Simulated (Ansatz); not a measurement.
Mulliken charges of `[OH][Ge]([OH])[Cl]` radical from PBE/def2-TZVPP in Ansatz (PBE0-D4/def2-TZVP geometry).

```json
{"atom": "O1", "x (Å)": "-0.788", "y (Å)": "1.434", "z (Å)": "0.293", "charge (e)": "-0.347"}
{"atom": "Ge2", "x (Å)": "-0.513", "y (Å)": "-0.143", "z (Å)": "-0.454", "charge (e)": "0.598"}
{"atom": "O3", "x (Å)": "0.455", "y (Å)": "-1.011", "z (Å)": "0.759", "charge (e)": "-0.357"}
{"atom": "Cl4", "x (Å)": "0.632", "y (Å)": "0.155", "z (Å)": "-2.272", "charge (e)": "-0.272"}
{"atom": "H5", "x (Å)": "-0.634", "y (Å)": "1.391", "z (Å)": "1.243", "charge (e)": "0.189"}
{"atom": "H6", "x (Å)": "0.848", "y (Å)": "-1.826", "z (Å)": "0.430", "charge (e)": "0.190"}
```

Problem. By hand: the dipole of these point charges (1 e Å = 4.8032 D).

Solution. Σ q r = (-0.326, -0.348, 0.290) e Å, of length 0.558 e Å = 2.68 D.

Problem. How does the dipole of the full density compare? (Estimate.)

Solution. Ansatz gave: (-0.051, -0.353, 0.270) e Å, 2.15 D; the point charges give 1.25 times that, at 29° from its direction.

Point charges leave out the atoms' own dipoles, such as those of lone pairs, and Mulliken's split depends on the basis, so the two needn't agree.
